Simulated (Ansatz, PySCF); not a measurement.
Molecule: sum formula H2BO2, charge 0, multiplicity 2. It need not be the lowest isomer of its formula. SMILES: O[B]O
Geometry from a B3LYP-D3(BJ)/def2-TZVP (Ansatz, a quantum-chemistry and plane-wave program) optimisation:
```xyz
5

B     -0.4472    -0.2864    -0.0092
O     -0.6236     1.0437     0.1172
O      0.6904    -1.0009    -0.1159
H      0.1763     1.5939     0.1372
H      1.5249    -0.5046    -0.1021
```
Charge 0, spin multiplicity 2.

Property: atomisation energy (electronic, to ground-state atoms), in kcal/mol. Valence correlation only, unless marked. Open shells are spin-unrestricted. Spin-orbit coupling is left out. No relativistic terms. The coupled-cluster limit lacks core correlation, which all-electron functionals hold. CBS marks a two-point X^-3 extrapolation of the correlation energy; Hartree-Fock from the larger set. The bracket is a focal-point correction in the basis named.

```
level                                                                 program  atomisation energy (kcal/mol)
-------------------------------------------------------------  --------------  -----------------------------
M06-L-D4/def2-TZVPD                                             PySCF + dftd4                     (withheld)
PBE0/def2-SVP                                                          Ansatz                          471.9
HSE06-D4/def2-TZVPD                                            Ansatz + dftd4                          469.8
CAM-B3LYP-D4/def2-TZVPD                                        Ansatz + dftd4                          472.8
LC-wPBE/def2-TZVPD                                                     Ansatz                     (withheld)
B2GP-PLYP-D3(BJ)/def2-TZVPD                                    Ansatz + dftd3                     (withheld)
RI-MP2/CBS(aug-cc-pVTZ,aug-cc-pVQZ)+[CCSD(T)-MP2]/aug-cc-pVTZ          Ansatz                          468.9
```

Task: Complete the blanks.

Result: 
- M06-L-D4/def2-TZVPD, atomisation energy (kcal/mol): 461.4
- LC-wPBE/def2-TZVPD, atomisation energy (kcal/mol): 470.4
- B2GP-PLYP-D3(BJ)/def2-TZVPD, atomisation energy (kcal/mol): 464.0
